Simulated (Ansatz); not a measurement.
C3H7AlO can be A, `O[C]1([AlH2])CC1`, or B, `C[C]1(C)[O][AlH]1`.

Computed with Ansatz on PBE0-D4/def2-TZVP structures; ΔE is electronic, products minus reactants. CBS: MP2 limit from def2 TZ/QZ plus the TZ coupled-cluster correction, frozen cores. Functionals use def2-TZVPP. Each species was taken in one conformer, which may not be the lowest.

Which isomer does CCSD(T)/CBS put lower? Give the gap. (Estimate.)

Ansatz gave: B, by 106.7 kJ/mol.

Give E(B) − E(A) in kJ/mol with r2SCAN-D4, MP2/def2-TZVPP, CCSD/def2-TZVPP, HF/def2-TZVPP, PBE-D4, CCSD(T)/def2-TZVPP, PBE0-D4. (Estimate.)

Computed: r2SCAN-D4 -108.9, MP2/def2-TZVPP -106.5, CCSD/def2-TZVPP -98.4, HF/def2-TZVPP -76.4, PBE-D4 -105.2, CCSD(T)/def2-TZVPP -103.8, PBE0-D4 -94.4. None reverses the order clearly.

Largest T1 diagnostic: 0.015.

In def2-TZVPP, CCSD(T) changes the Hartree–Fock value by −27.4 kJ/mol (the triples alone add −5.4 kJ/mol) and MP2 by −30.2 kJ/mol. From PBE to PBE0 (25 % exact exchange), in def2-TZVPP and without D4, E(B) − E(A) moves by +10.8 kJ/mol.
